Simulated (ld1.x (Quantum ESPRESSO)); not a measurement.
# u(r) = r·R(r): atom against pseudo-atom (argon)

Columns: radius, all-electron u(r) and pseudo u(r) of the 3p shell (level -10.25 eV) of argon in the configuration [Ne] 3s2 3p6; Wu–Cohen, scalar-relativistic, TM scheme, ld1.x (Quantum ESPRESSO) 7.5.

| r (bohr) | all-electron | pseudo |
| --- | --- | --- |
| 0.057 | 0.1075 | -0.0065 |
| 0.115 | 0.2644 | -0.0259 |
| 0.172 | 0.3623 | -0.0559 |
| 0.230 | 0.3890 | -0.0949 |
| 0.288 | 0.3541 | -0.1396 |
| 0.345 | 0.2775 | -0.1858 |
| 0.402 | 0.1751 | -0.2321 |
| 0.460 | 0.0575 | -0.2780 |
| 0.518 | -0.0638 | -0.3227 |
| 0.575 | -0.1801 | -0.3666 |
| 0.632 | -0.2893 | -0.4121 |
| 0.690 | -0.3906 | -0.4617 |
| 0.747 | -0.4791 | -0.5143 |
| 0.805 | -0.5574 | -0.5709 |
| 0.862 | -0.6230 | -0.6265 |
| 0.920 | -0.6786 | -0.6789 |
| 0.977 | -0.7227 | -0.7227 |
| 1.035 | -0.7578 | -0.7578 |
| 1.092 | -0.7834 | -0.7834 |
| 1.150 | -0.8015 | -0.8015 |
| 1.208 | -0.8126 | -0.8126 |
| 1.265 | -0.8175 | -0.8175 |
| 1.322 | -0.8172 | -0.8172 |
| 1.380 | -0.8124 | -0.8124 |
| 1.438 | -0.8038 | -0.8038 |
| 1.495 | -0.7923 | -0.7923 |

Q: How many radial nodes do the two functions have?

A: The all-electron 3p function has n − l − 1 = 1; the pseudo-wave has 0, since the states of the same l below it are removed with the core.

Q: At about which radius was the pseudo-wave matched?

A: 1.00 bohr. The columns agree to 0.0005 from 0.92 bohr on; several derivatives are matched, so the curves merge somewhat inside the radius.

Q: Where does each function peak?

A: Outermost all-electron maximum near 1.26 bohr, pseudo maximum near 1.26 bohr (to the table’s step).

Q: Is the pseudo-wave norm-conserving?

A: Yes: the TM scheme keeps the norm inside the radius equal to the all-electron one, which fixes the energy derivative of the logarithmic derivative at the level.
